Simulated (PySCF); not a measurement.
trans-(1S,2S)-1-ethenyl-2-fluorocyclopropane (C₅H₇F), SMILES C=C[C@@H]1C[C@@H]1F.

Geometry optimised at PBE-D3(BJ)/def2-SVP. Other conformers were not sampled.

The numbers are results of PySCF 2.14.0 with PBE-D3(BJ)/def2-SVP, not measurements.

No scaling factor is applied to the harmonic values.

```tsv
mode	ν (cm⁻¹)	IR (km/mol)	moving atoms (share of kinetic energy)
1	101	0.1	C 57 %, H 31 %, F 12 %
2	181	2.8	F 39 %, C 37 %, H 23 %
3	261	2.4	C 49 %, H 44 %
4	363	1.6	C 58 %, H 32 %, F 10 %
5	430	0.6	H 38 %, C 37 %, F 25 %
6	533	3.2	C 62 %, H 29 %, F 9 %
7	701	10.2	H 49 %, C 48 %
8	752	6.8	H 48 %, C 46 %
9	786	10.5	H 63 %, C 37 %
10	830	10.1	H 48 %, C 42 %, F 10 %
11	879	33.4	H 71 %, C 28 %
12	946	2.3	H 65 %, C 34 %
13	971	6.8	H 76 %, C 22 %
14	976	9.2	H 76 %, C 21 %
15	1004	37.8	H 61 %, C 33 %
16	1031	34.7	C 70 %, H 29 %
17	1066	1.2	H 81 %, C 19 %
18	1128	12.1	H 50 %, C 44 %
19	1176	14.8	H 48 %, C 48 %
20	1201	32.6	H 66 %, C 27 %
21	1254	1.0	H 80 %, C 20 %
22	1299	0.9	H 64 %, C 36 %
23	1339	21.3	H 77 %, C 22 %
24	1391	10.0	H 76 %, C 24 %
25	1426	29.3	C 57 %, H 43 %
26	1670	28.9	C 89 %, H 11 %
27	3066	3.5	H 95 %
28	3072	4.7	H 95 %
29	3078	7.8	H 92 %, C 8 %
30	3084	9.3	H 92 %, C 8 %
31	3092	10.9	H 92 %, C 8 %
32	3166	1.8	H 89 %, C 11 %
33	3173	8.7	H 89 %, C 11 %
```
